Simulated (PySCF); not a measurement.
**The 9-electron isoelectronic series, non-relativistic**

Calculated with PySCF 2.14 from differences of total energies of unrestricted determinants, without spin-orbit coupling. Each ion has its own even-tempered basis scaled to its charge (16s10p5d5f for the first); frozen: nothing. Ionisation energies in eV.

```json
{"ion": "S(7+)", "configuration": "[He] 2s2 2p5 (2P)", "UHF": "327.08", "MP2 (all electrons)": "328.54", "NIST (with spin-orbit, Breit and QED)": "328.79"}
{"ion": "Cr(15+)", "configuration": "[He] 2s2 2p5 (2P)", "UHF": "1094.0", "MP2 (all electrons)": "1095.4", "NIST (with spin-orbit, Breit and QED)": "1097.2 ± 1.4 (s)"}
{"ion": "Fe(17+)", "configuration": "[He] 2s2 2p5 (2P)", "UHF": "1353.8", "MP2 (all electrons)": "1355.3", "NIST (with spin-orbit, Breit and QED)": "1357.8 ± 1.9 (s)"}
{"ion": "Sr(29+)", "configuration": "[He] 2s2 2p5 (2P)", "UHF": "3484.8", "MP2 (all electrons)": "3486.2", "NIST (with spin-orbit, Breit and QED)": "3497 ± 6 (s)"}
{"ion": "I(44+)", "configuration": "[He] 2s2 2p5 (2P)", "UHF": "7526.3", "MP2 (all electrons)": "7527.8", "NIST (with spin-orbit, Breit and QED)": "7563 ± 4 (t)"}
{"ion": "Eu(54+)", "configuration": "[He] 2s2 2p5 (2P)", "UHF": "11071.1", "MP2 (all electrons)": "11072.6", "NIST (with spin-orbit, Breit and QED)": "11153 ± 5 (t)"}
{"ion": "Er(59+)", "configuration": "[He] 2s2 2p5 (2P)", "UHF": "13098.6", "MP2 (all electrons)": "13100.1", "NIST (with spin-orbit, Breit and QED)": "13217 ± 7 (t)"}
{"ion": "Tm(60+)", "configuration": "[He] 2s2 2p5 (2P)", "UHF": "13524.5", "MP2 (all electrons)": "13526.0", "NIST (with spin-orbit, Breit and QED)": "13651 ± 10 (t)"}
{"ion": "Pt(69+)", "configuration": "[He] 2s2 2p5 (2P)", "UHF": "17663.8", "MP2 (all electrons)": "17665.3", "NIST (with spin-orbit, Breit and QED)": "17890 ± 50 (t)"}
```

(1) Interpolate the row of Ta(64+).

Each ion has its own basis, which adds noise of up to about 0.1 % along the series.

NIST values marked (s) are semi-empirical, (t) theoretical. Open shells are high-spin determinants of the terms that Hund's rules give.

All relativistic terms are absent from the calculated values; where these lie close to NIST, scalar and spin-orbit shifts of opposite sign can cancel.

## Answers

(1) configuration [He] 2s2 2p5 (2P); UHF 15296.2; MP2 (all electrons) 15297.7; NIST (with spin-orbit, Breit and QED) 15461 ± 24 (t).
